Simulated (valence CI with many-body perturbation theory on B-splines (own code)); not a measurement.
Level structure of Xe⁴¹⁺

Computed by valence CI with perturbative core correlation (CI+MBPT): three valence electrons over a frozen Dirac-Fock core [Ne], a basis of 11 s, 11 p, 9 d, 7 f, 5 g, 2 h, 1 i functions for each j, with the one-electron correlation potential Σ1 (screened to all orders), the two-electron term Σ2, the three-electron term Σ3, Breit, model QED; selected single and double excitations, second order for the rest (own B-spline code, finite nucleus).

No measured spectrum was set against this ion. As an estimate, large intervals hold to a few tenths of a per cent, small ones and those within an open d or f shell to about a per cent.

Levels 46 to 69 of 69, with energies above the lowest level, (3s^2 3p1/2) J=1/2. "Leading %" is the weight of the configuration and term that name the level; weights of strongly mixed levels are sums over their largest components and can fall short. In the jj column 3d3/2^4 stands for four electrons in 3d with j = 3/2. Lifetimes count E1, E2, E3, M1 and M2 decay at the calculated energies, and are blank where another channel may lead or the interval is too uncertain; long ones can be off by a factor of two.

| No. | Configuration | Term | J | E (eV) | Leading % | Lifetime | Second component | Leading jj |
| --- | --- | --- | --- | --- | --- | --- | --- | --- |
| 46 | 3p2.3d | 2G | 7/2 | 511.55 | 37 | 6.84 ps | 32 % 3p2.3d 2F | 3p1/2 3p3/2 3d3/2 (86 %) |
| 47 | 3p2.3d | 4D | 7/2 | 526.03 | 43 | 5.56 ps | 39 % 3p2.3d 4F | 3p1/2 3p3/2 3d5/2 (97 %) |
| 48 | 3p2.3d | 2D | 3/2 | 528.08 | 43 | 2.34 ps | 20 % 3p2.3d 2P | 3p1/2 3p3/2 3d3/2 (77 %) |
| 49 | 3p2.3d | 4P | 5/2 | 528.37 | 37 | 2.48 ps | 26 % 3p2.3d 4F | 3p1/2 3p3/2 3d3/2 (59 %) |
| 50 | 3p2.3d | 2G | 9/2 | 532.08 | 55 | 8.75 ps | 40 % 3p2.3d 4F | 3p1/2 3p3/2 3d5/2 (94 %) |
| 51 | 3p2.3d | 4P | 1/2 | 532.18 | 38 | 2.41 ps | 28 % 3p2.3d 2P | 3p1/2 3p3/2 3d3/2 (88 %) |
| 52 | 3p2.3d | 2P | 3/2 | 534.58 | 47 | 3.79 ps | 35 % 3p2.3d 4P | 3p1/2 3p3/2 3d5/2 (79 %) |
| 53 | 3p2.3d | 2D | 5/2 | 536.95 | 43 | 4.55 ps | 30 % 3p2.3d 4D | 3p1/2 3p3/2 3d5/2 (82 %) |
| 54 | 3p2.3d | 2F | 7/2 | 544.82 | 40 | 5.42 ps | 33 % 3p2.3d 2G | 3p1/2 3p3/2 3d5/2 (73 %) |
| 55 | 3p2.3d | 2F | 5/2 | 550.98 | 41 | 2.92 ps | 30 % 3p2.3d 2D | 3p1/2 3p3/2 3d5/2 (71 %) |
| 56 | 3s.3d2 | 4F | 3/2 | 552.71 | 69 | 2.51 ps | 10 % 3s.3d2 2D | 3s 3d3/2^2 (70 %) |
| 57 | 3p2.3d | 2P | 1/2 | 555.06 | 53 | 4.30 ps | 31 % 3p2.3d 2S | 3p1/2 3p3/2 3d5/2 (87 %) |
| 58 | 3p2.3d | 2D | 3/2 | 557.31 | 52 | 2.72 ps | 20 % 3s.3d2 4F | 3p1/2 3p3/2 3d5/2 (68 %) |
| 59 | 3s.3d2 | 4F | 5/2 | 559.16 | 77 | 1.98 ps | 10 % 3s.3d2 2D | 3s 3d3/2^2 (64 %) |
| 60 | 3s.3d2 | 4F | 7/2 | 570.57 | 94 | 2.84 ps |  | 3s 3d3/2 3d5/2 (88 %) |
| 61 | 3s.3d2 | 4P | 1/2 | 571.78 | 82 | 1.77 ps | 10 % 3s.3d2 2S | 3s 3d3/2^2 (72 %) |
| 62 | 3s.3d2 | 4P | 5/2 | 576.50 | 30 | 2.42 ps | 26 % 3s.3d2 2D | 3s 3d3/2 3d5/2 (74 %) |
| 63 | 3s.3d2 | 4F | 9/2 | 578.38 | 73 | 3.59 ps | 22 % 3s.3d2 2G | 3s 3d3/2 3d5/2 (65 %) |
| 64 | 3s.3d2 | 4P | 3/2 | 579.39 | 82 | 2.62 ps | 11 % 3s.3d2 2D | 3s 3d3/2 3d5/2 (94 %) |
| 65 | 3s.3d2 | 2G | 7/2 | 584.83 | 41 | 3.59 ps | 30 % 3s.3d2 2F | 3s 3d3/2 3d5/2 (69 %) |
| 66 | 3s.3d2 | 2D | 3/2 | 585.13 | 35 | 2.40 ps | 17 % 3p2.3d 4P | 3s 3d3/2 3d5/2 (57 %) |
| 67 | 3s.3d2 | 4P | 5/2 | 586.50 | 45 | 2.35 ps | 32 % 3s.3d2 2F | 3s 3d3/2 3d5/2 (65 %) |
| 68 | 3s.3d2 | 2P | 1/2 | 587.41 | 36 | 2.17 ps | 20 % 3p2.3d 4P | 3s 3d3/2 3d5/2 (42 %) |
| 69 | 3s.3d2 | 2G | 9/2 | 593.23 | 54 | 4.68 ps | 26 % 3s.3d2 4F | 3s 3d5/2^2 (62 %) |
